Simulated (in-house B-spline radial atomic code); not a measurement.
Results of a calculation; reference values are marked as such.
# Building a PAW p channel for Se, r_c = 1.76 bohr

Se, [Ar] 3d10 4s2 4p4, non-relativistic LDA (VWN5), spherical and spin-unpolarised, from an all-electron radial atomic-structure program (B-spline basis) (atomic units; all potentials screened as in the neutral atom).

Two all-electron partial waves φ1, φ2 are integrated outwards at E1 = ε(4p) = -0.245806 and E2 = E1 + 2 hartree; φ1 is the bound orbital and φ2 has unit norm inside r_c = 1.7631 bohr. Smooth partners are polynomials, r^2(a0 + a1 r² + a2 r⁴ + a3 r⁶), matched to φ and three derivatives at r_c, with no condition on the norm. The local potential is -7.89663 + (5.96456) r² + (-1.93515) r⁴ + (0.234175) r⁶ inside 1.4435 bohr and the all-electron one outside.

| wave | φ(r_c) | φ'(r_c) | a0 | a1 | a2 | a3 |
| --- | --- | --- | --- | --- | --- | --- |
| 1 | 0.7091375 | 0.03162281 | 0.584907 | -0.1642945 | 0.01761801 | -0.0005429366 |
| 2 | 0.2410184 | -2.848735 | 2.305277 | -1.279704 | 0.2233495 | -0.01358135 |

Inside r_c the overlaps are <φi φj> = [[0.31539, 0.50694], [0.50694, 1.00000]] and, for the smooth waves, [[0.33729, 0.58793], [0.58793, 1.27841]]. With χj = (Ej − T − V_local) applied to smooth wave j, the program's quadrature gives the matrix B_ij = <smooth i, χj> as [[0.28891, 0.94737], [0.78539, 2.68156]].

(1) Check the match of the first wave, and find the augmentation charges q_ij.

(2) B isn't symmetric. Show that D_ij = B_ij + Ej q_ij is.

Solving (T + V_local + Σ p D p) ψ = E (1 + Σ p q p) ψ in a sphere of 9 bohr, whose wall lifts the free-atom level a little, gives these levels:

```
all-electron  one projector  two projectors
   -0.245745      -0.245745       -0.245745
    0.092633       0.092381        0.092626
    0.403291       0.401517        0.403262
    0.872473       0.864438        0.872423
    1.487340       1.459300        1.487330
```

(3) What does the second projector gain?

## Answers

(1) At r_c the four terms are 1.81820, -1.58756, 0.52920, -0.05069, which sum to 0.7091, φ1(r_c) to rounding. q_ij is the all-electron overlap less the smooth one: [[-0.02189, -0.08099], [-0.08099, -0.27841]]. The smooth first wave has a norm of 0.3373 inside r_c against 0.3154, so q11 is negative and must stay small enough for the overlap operator to be positive.

(2) Integrating by parts gives B12 − B21 = (E1 − E2) q12: 0.94737 − (0.78539) = 0.16197, and −2 × (-0.08099) = 0.16197. So D12 = 0.94737 + (1.754194)(-0.08099) = 0.80530 and D21 = 0.78539 + (-0.245806)(-0.08099) = 0.80530; D11 = 0.29429, D22 = 2.19317. The projectors, p = (B⁻¹)ᵀ χ, are dual to the smooth waves; det B = 0.031.

(3) With one projector the errors are 0.00, -0.25, -1.77, -8.04, -28.04 millihartree. With two the errors are 0.00, -0.01, -0.03, -0.05, -0.01 millihartree. The scattering is exact at E1 and at E2 = 1.754, and over all levels compared the largest error is 0.05 millihartree. The lowest eigenvalue of the overlap operator is 0.8348 with one and 0.4804 with two projectors. The smooth orbital alone needs a cutoff of 4.5 hartree for 1 millihartree of kinetic energy, against 10.8 for a norm-conserving Troullier-Martins orbital of the same radius; part of the gain comes from giving up the norm, part from the simpler form.
